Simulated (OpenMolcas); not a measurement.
Cu2+ with 6 ligands (water) in octahedral coordination (Th). Ligand basis ANO-RCC-VDZP.

```
Program             : OpenMolcas
Method              : SS-CASPT2, IPEA 0.25 Eh, imaginary shift 0.1 Eh (closed shells correlated: 3s 3p and the ligand valence shells)
Basis               : ANO-RCC-VTZP [6s5p3d2f1g]
Scalar Hamiltonian  : DKH2, point nucleus
Active space        : 9 electrons in 5 orbitals (3d)
State averaging     : 2S+1 = 2 even, 5 roots
Spin-orbit coupling : state interaction with AMFI integrals over the reference wave functions
```

All ligands move together. At R = 2.09 Å |10Dq| is 6903 cm-1, and at R = 2.2 Å it is 4916 cm-1.

Q: A third run gives 7808 cm-1. What distance was it run at?

A: With a power law R^-n the two known points give n = -ln(4916 / 6903) / ln(2.2 / 2.09) = 6.62. Then R = 2.09 × (6903 / 7808)^(1/6.62) = 2.051 Å. The run was at 2.05 Å, so the estimate is off by +0.001 Å.

Roots that are degenerate in the reference are averaged as groups; the widest CASPT2 spread within a group is 47 cm-1 (the 3-fold group of multiplicity 2 near 4920 cm-1 above the lowest state of its run, R = 2.2). Shifts and gaps below about the spread of the groups concerned are not significant. Over all roots computed the reference weight is 0.70 in R = 2.05, 0.70 in R = 2.09, 0.70 in R = 2.2; a low but even weight reflects the number of correlated electrons. An orbital doublet at a regular site is open to a Jahn-Teller distortion, which this geometry leaves out. A single d shell leaves out the double-shell effect, which counts most for late 3d ions, where the CASPT2 field can be off either way by tens of per cent. Ligand-to-metal charge-transfer states are missing. With one d shell and no ligand orbital active, 10Dq can be off by tens of per cent for divalent 3d ions, low with halides held by bare charges and at times high in hosts, and the orbital part of g and χT goes as 1/10Dq. Free-ion shares, where given, are those of the reference states; single-state CASPT2 does not remix them. No measured value stands beside these numbers; the geometry is a model, was not optimised and need not be the one that this ion takes.
